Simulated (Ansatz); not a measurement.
Program: Ansatz. Geometries: PBE0-D4/def2-TZVP. ΔE: electronic, gas phase. CCSD(T)/CBS is the MP2 limit (def2-TZVPP, def2-QZVPP) plus CCSD(T) − MP2 in def2-TZVPP, frozen cores. Functionals use def2-TZVPP. def2 core potentials past Kr. For Sn outer-core shells are correlated without core-valence functions, which leaves a few kJ/mol of doubt a bond. One conformer a species, not always the lowest.

Consider the redistribution: `[F][Sn][Cl]` + `[OH][Al-]1([F])[O]C(C(F)(F)F)=CC(C(F)(F)F)=[O+]1` → `FC(F)(F)C1=CC(C(F)(F)F)=[O+][Sn-]([Cl])[O]1` + `[OH][Al]([F])[F]`.

| level | ΔE (kJ/mol) |
| --- | --- |
| PBE-D4 | 35.4 |
| r2SCAN0-D4 | 41.0 |
| CAM-B3LYP | 45.3 |
| HF/def2-SVP | 45.5 |

Question: What does CCSD(T)/CBS give? (Best estimate.)

Answer: The calculation gave: +24.7 kJ/mol. The listed levels differ from it by 10.7, 16.3, 20.6, 20.8 kJ/mol.

Largest T1 diagnostic among the species: 0.016.

Leaving LDA and LC-ωPBE aside and taking each functional with its dispersion term where it has one, the values, not all of them listed here, spread over 11.4 kJ/mol, from BLYP-D4 to B97M-V. At CCSD(T), def2-SVP lies +7.0 kJ/mol from the extrapolated value and def2-TZVPP +2.4 kJ/mol.
